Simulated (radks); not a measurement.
Task: Spherical quantum dot in the effective-mass picture: electrons in a hard-walled sphere of radius 1.78, with a point charge +1 (a donor) at the centre, all in effective atomic units (hartree* = m*/eps^2 hartree, bohr* = eps/m* bohr), one dielectric constant everywhere. Calculated with a radial shooting solver with Libxc functionals: non-relativistic Kohn-Sham, LDA (Slater exchange, Perdew-Wang correlation), spin-polarised, spherical densities. Levels are named by radial order and angular momentum (1s, 1p, 1d, 2s, ...), and open shells are averaged over m. At N = 19 the configuration is 1s2 1p6 1d10 2s(up 1, down 0). Does electron 20 go into 1f up or 2s down or 1f down?

Result: Into 2s down. The total energies of the other choices lie higher by 0.659 hartree* (1f up), 0.673 hartree* (1f down).
